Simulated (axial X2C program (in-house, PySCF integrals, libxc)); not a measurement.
Potential curves of AlZr, 2c

Calculated with an axial X2C code built on PySCF integrals. Two-component (2c) means X2C with spin–orbit coupling and atomic mean-field two-electron Coulomb and Gaunt terms. Basis: Zr dyall-cv3z [11s12p9d6f3g], Al dyall-v3z [8s8p2d1f] (cores contracted in-house); Gaussian nuclei, density fitting, unrestricted open shells. Masses: Zr 89.905 u, Al 26.982 u.

State: Ω = 1/2 (⟨Sz⟩ = 2.50, ⟨Lz⟩ = -2.00 at PW91). Energies in eV from the lowest point of each curve. Fits are polynomials in 1 − R0/R over 0.85 to 1.23 times the lowest point R0.

```json
{"R (Å)": "2.3869", "PW91": "0.2819", "PBE0": "0.2416"}
{"R (Å)": "2.4656", "PW91": "0.1229", "PBE0": "0.0950"}
{"R (Å)": "2.5443", "PW91": "0.0341", "PBE0": "0.0196"}
{"R (Å)": "2.6230", "PW91": "0.0000", "PBE0": "0.0000"}
{"R (Å)": "2.7148", "PW91": "0.0131", "PBE0": "0.0307"}
{"R (Å)": "2.8066", "PW91": "0.0675", "PBE0": "0.1033"}
{"R (Å)": "2.9246", "PW91": "0.1786", "PBE0": "0.2379"}
```

The state is a single determinant with fixed occupations, the lowest that a limited PBE0 search found. Density functionals use the spin component along the axis (collinear). Other states lie close and PBE0, whose exact exchange favours high spin, may order them wrongly; the determinant shown need not be the ground state. The nearest other 2c determinant of the search, Ω = 9/2, lies 0.08 eV up at the distance of the search. Without a current term, density functionals place determinants with orbital angular momentum somewhat too high. Where the spin of this state cannot come from the lowest atoms of a level, the curve heads to a higher limit and no De is given. With several unpaired electrons one determinant need not be a pure state.

Question: What are Re and ωe at the PW91 level?

Answer: At PW91, 2c: Re = 2.644 Å, ωe ≈ 287 cm⁻¹; Be follows as 0.116 cm⁻¹.

Question: What are Re and ωe at the PBE0 level?

Answer: At PBE0, 2c: Re = 2.616 Å, ωe ≈ 304 cm⁻¹; Be follows as 0.119 cm⁻¹.
